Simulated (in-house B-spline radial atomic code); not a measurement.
Values are calculated unless marked as measured or tabulated.
# F in an electron gas of r_s = 4: phase shifts, screening and friction

A nucleus sits in a uniform electron gas with a rigid positive background. The Kohn-Sham equations are solved self-consistently in the spin-unpolarised LDA (PW92), non-relativistic, on B-splines with outgoing waves at the boundary and partial waves to l = 8. The model has no lattice, no bands and no magnetic solution. Atomic units; δ_l are the phase shifts at the Fermi level, counted so that each bound state adds π, and good to about 0.0005.

The density parameter is r_s = 4 bohr.

```json
{"l": "0", "δ_l (rad)": "5.4899"}
{"l": "1", "δ_l (rad)": "2.8710"}
{"l": "2", "δ_l (rad)": "0.0023"}
{"l": "3", "δ_l (rad)": "0.0031"}
{"l": "4", "δ_l (rad)": "0.0001"}
{"l": "5", "δ_l (rad)": "0.0000"}
{"l": "6", "δ_l (rad)": "0.0000"}
{"l": "7", "δ_l (rad)": "0.0000"}
{"l": "8", "δ_l (rad)": "0.0000"}
```

Bound levels below the band bottom (hartree): s -23.75, s -0.7118, p -0.05846.

Check the Friedel sum rule, and say where the screening charge sits.

k_F = (9π/4)^(1/3)/r_s = 0.47979. The rule is Z = (2/π) Σ (2l + 1) δ_l. The terms are s 3.495, p 5.483, d 0.007, f 0.014 and 0.001 beyond, in all 9.000 against Z = 9. Bound states hold 4 s, 6 p, 0 d electrons, so the scattering states carry -1.00 in all; where a term is smaller than its bound count, the bound level has drawn weight out of the band.

Find the transport cross section and the electronic stopping of a 2 keV F ion (mass 19.0 u).

σ_tr = (4π/k_F²) Σ (l + 1) sin²(δ_l − δ_(l+1)). The terms for l = 0 to 3 are 0.2492, 0.1453, 0.0000, 0.0000, all together 0.3945, so σ_tr = 54.589 × 0.3945 = 21.537 bohr². With n = 3/(4π r_s³) = 0.00373, the friction coefficient is Q = n k_F σ_tr = 0.0385. For v well below v_F = 0.480, dE/dx = Q v; with 24801 eV per u at v = 1, v = √(2000/(24801 × 19.0)) = 0.0651, so dE/dx = 0.00251 hartree/bohr = 1.29 eV/nm. The largest term couples the s and p waves.
